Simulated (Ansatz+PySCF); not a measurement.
Results of a calculation; reference values are marked as such.
Input for PySCF 2.14.0:

```python
from pyscf import gto, dft

mol = gto.M(atom="""
Cr 0.000000 0.000000 0.000000
N 0.000000 0.000000 1.563000
""", basis='def2-svp', charge=0, spin=3)
mf = dft.UKS(mol, xc='wb97x')
mf.init_guess = 'huckel'
mf.kernel()
while True:  # follow internal instabilities
    mo, _, stable, _ = mf.stability(return_status=True)
    if stable: break
    mf.kernel(mf.make_rdm1(mo, mf.mo_occ))
print(mf.converged, mf.e_tot, mf.spin_square()[0])
```

The script is written out from the run's settings.

Results

```yaml
Converged: yes
Total_energy: -1098.90033 hartree
Spin_squared_of_the_determinant: 4.263
```

Caution: another spin multiplicity may lie lower; the unrestricted determinant is spin contaminated.
